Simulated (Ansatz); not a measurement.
Born–Oppenheimer molecular dynamics of C$_{2}$H$_{8}$OSi (12 atoms, charge 0, multiplicity 1). It goes on from the last frame of an earlier run, with new velocities.

Computed with RKS PBE-D4/6-31G* (Ansatz).

```json
{
  "ensemble": "NVT, Nosé–Hoover chain",
  "time step": "1 fs",
  "steps asked": "100",
  "set temperature": "300 K",
  "thermostat": "time constant 300 fs, chain length 3",
  "seed": "690315"
}
```

First frame:

```xyz
12
Properties=species:S:1:pos:R:3
Si -0.138 0.001 0.013
O 0.180 -0.072 1.650
H -0.412 -0.135 2.328
H 1.278 0.114 -0.502
C -0.946 1.527 -0.500
H -1.783 1.690 0.117
H -0.286 2.323 0.138
H -0.912 1.791 -1.512
C -0.793 -1.648 -0.770
H -1.893 -1.705 -1.289
H -0.326 -1.368 -1.695
H -0.342 -2.573 -0.039
```

(1) How far do the bonds stretch over the last three quarters of this one trajectory? (Pairs bonded in most of those frames.)

Results:

(1) 
```
  bond  mean (Å)  spread (Å)  shortest  longest
Si1–O2     1.692       0.014      1.67     1.72
Si1–H4     1.502       0.029      1.46     1.55
Si1–C5     1.902       0.061      1.82     2.02
Si1–C9     1.948       0.107      1.73     2.10
 O2–H3     0.984       0.054      0.91     1.06
 C5–H6     1.116       0.036      1.04     1.18
 C5–H7     1.124       0.077      1.00     1.24
 C5–H8     1.113       0.038      1.05     1.17
C9–H10     1.118       0.056      1.02     1.21
C9–H11     1.112       0.027      1.07     1.16
C9–H12     1.151       0.127      0.95     1.32
```

Mean temperature of the second half: 834 K. The conserved energy wandered by up to 6.8 meV per atom (net -5.8 meV per atom), which is poor conservation. The mean temperature of the second half is 178 % above the set value. A run of 0.1 ps of so small a system gives no equilibrium averages.

The run took 4.1 min on 1 thread of Arm Neoverse V2, with other jobs on the host, peak memory 0.11 GiB.
